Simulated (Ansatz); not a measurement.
Reactions of C₃H₅N (`CC=C=N`).

Computed with Ansatz on PBE0-D4/def2-TZVP structures; ΔE is electronic, products minus reactants. CBS: MP2 limit from def2 TZ/QZ plus the TZ coupled-cluster correction, frozen cores. This one scheme is used for every species. For Ge outer-core shells are correlated without core-valence functions, which leaves a few kJ/mol of doubt a bond. Scalar relativity is left out up to krypton. One conformer a species, not always the lowest.

(1) Order these by ΔE at CCSD(T)/CBS, lowest first. (Estimate.)
A. `CC=C=N` + `N=CO` → `C/N=C/O` + `C=C=N`
B. `CC=C=N` + `C[SiH](O)F` → `CO[SiH](C)F` + `C=C=N`
C. `CC=C=N` + `[OH][AlH2]` → `N=C=C[O][AlH2]` + CH₄
D. `CC=C=N` + `[SiH3][GeH3]` → `N=C=C[SiH2][GeH3]` + CH₄
E. `CC=C=N` → `CN1C=C1`

Largest T1 diagnostic: 0.015, for `N=C=C[O][AlH2]`.

## Answers

(1) D (-69.5 kJ/mol), A (+25.9 kJ/mol), B (+54.7 kJ/mol), C (+65.0 kJ/mol), E (+240.8 kJ/mol).
